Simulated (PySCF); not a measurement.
Effect of structural changes

The calculation used GIAO wB97X-D/pcSseg-1 magnetisability, rotational g tensor and spin-rotation constants, non-relativistic, gas phase in PySCF. Geometry: GFN2-xTB.

Each molecule in one low-energy conformer. The parent is C=C[C@@H](F)[BH2-][PH3+].

Problem. How does the isotropic susceptibility change along this series?
- C=C[C@@H](F)[BH2-][PH3+] (base)
- B/C=C/[C@@H](F)[BH2-][PH3+] (H on C replaced by BH2)
- C#C/C=C\[C@@H](F)[BH2-][PH3+] (H on C replaced by ethynyl)
- F/C=C\[C@@H](F)[BH2-][PH3+] (H on C replaced by F)

Solution. 
| molecule | χ, cgs (10⁻⁶ cm³/mol) | magnetisability anisotropy (10⁻³⁰ J/T²) |
| --- | --- | --- |
| C=C[C@@H](F)[BH2-][PH3+] | -68.3 | 198 |
| B/C=C/[C@@H](F)[BH2-][PH3+] | -71.0 | 444 |
| C#C/C=C\[C@@H](F)[BH2-][PH3+] | -81.8 | 200 |
| F/C=C\[C@@H](F)[BH2-][PH3+] | -69.9 | 128 |

The isotropic susceptibility is lowest for C#C/C=C\[C@@H](F)[BH2-][PH3+] and highest for C=C[C@@H](F)[BH2-][PH3+].
